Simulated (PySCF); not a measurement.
Ethylcyclopentane, C₇H₁₄.
Z-matrix (Å and degrees, GFN2-xTB geometry), rows numbered from 1:
```
C 
C   1  1.5244
C   2  1.5274  1  112.34
C   3  1.5342  2  112.71  1   172.32
C   4  1.5240  3  103.70  2   155.19
C   5  1.5271  4  102.65  3   -42.27
C   6  1.5365  5  104.72  4    36.79
H   1  1.0872  2  110.75  3    59.51
H   1  1.0879  2  110.43  3   -60.35
H   1  1.0877  2  110.63  3   179.73
H   2  1.0930  1  109.15  3   120.80
H   2  1.0927  1  109.56  3  -121.63
H   3  1.0946  2  108.20  1    52.50
H   4  1.0918  3  109.81  2    38.05
H   4  1.0895  3  112.23  2   -82.60
H   5  1.0894  4  112.95  3  -163.77
H   5  1.0915  4  109.92  3    74.94
H   6  1.0911  5  109.37  4   -81.16
H   6  1.0893  5  112.50  4   158.95
H   7  1.0899  3  110.90  2   -11.48
H   7  1.0898  3  110.47  2   107.79
```

Jobs on this species (21 atoms, 56 electrons) with PySCF (density fitting). Hardware of each: one thread, Arm Neoverse V2, no GPU (shared host). Other jobs ran on the host; a repeat could differ by tens of per cent or more.

Question: Rank these jobs by wall time, shortest first.
A. wB97X/3-21G; spin–spin couplings from 21 perturbed nuclei, spin–dipole term left out; 91 basis functions
B. PBE0/pcSseg-1; shieldings, ring-centre shieldings, charges and field gradients, density and orbital grids written; 189 basis functions
C. PBE0/def2-SVPD; 6 singlets by full TDDFT, 2 Tamm–Dancoff triplets, polarisability, density and orbital grids written; 252 basis functions

Answer: A (19 s), B (31 s), C (52 s).

All jobs:

```csv
level and settings,work,basis functions,SCF cycles,wall time
wB97X/3-21G,"spin–spin couplings from 21 perturbed nuclei, spin–dipole term left out",91,11,19 s
PBE0/def2-SVP,"shieldings, ring-centre shieldings, charges and field gradients",168,12,20 s
"PBE0/pcseg-1, energy threshold 1e-06 Eh","shieldings, ring-centre shieldings, charges and field gradients",168,7,20 s
PBE0/pcSseg-1,"shieldings, ring-centre shieldings, charges and field gradients, density and orbital grids written",189,12,31 s
PBE0/def2-SVPD,"6 singlets by full TDDFT, 2 Tamm–Dancoff triplets, polarisability, density and orbital grids written",252,12,52 s
```

What do all jobs in the table cost together?

About 2.4 min; the longest takes about 37 % of that, and about 2.7 times as long as the shortest.
